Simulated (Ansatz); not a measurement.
Ansatz (an electronic-structure program) input:

Ansatz 0.2 input:
```yaml
crystal:
  periodic: [false, false, false]
  atoms:
    - {symbol: N, position_ang: [-2.01683095, -0.24425508, 0.20271305]}
    - {symbol: B, position_ang: [-0.46747872, -0.05138270, 0.04652351]}
    - {symbol: Br, position_ang: [0.54360799, -1.61899224, 0.09446343]}
    - {symbol: Br, position_ang: [0.13090390, 1.70147521, -0.16232934]}
    - {symbol: H, position_ang: [-2.52897656, 0.64176544, 0.17029016]}
    - {symbol: H, position_ang: [-2.23884043, -0.70901516, 1.08995339]}
    - {symbol: H, position_ang: [-2.38488862, -0.85295510, -0.53654564]}
basis:
  gaussian:
    orbitals: 6-31G
total_charge: 1
magnetization: {spin_polarized: false}
correlation: {method: ccsd_t, electrons: outside_noble_gas}
```

**Question.** Which total energy does the run end on?

**Answer.** -5225.06951 Eh (CCSD(T)/6-31G). The basis has 78 functions.

It need not be the lowest isomer of its formula.
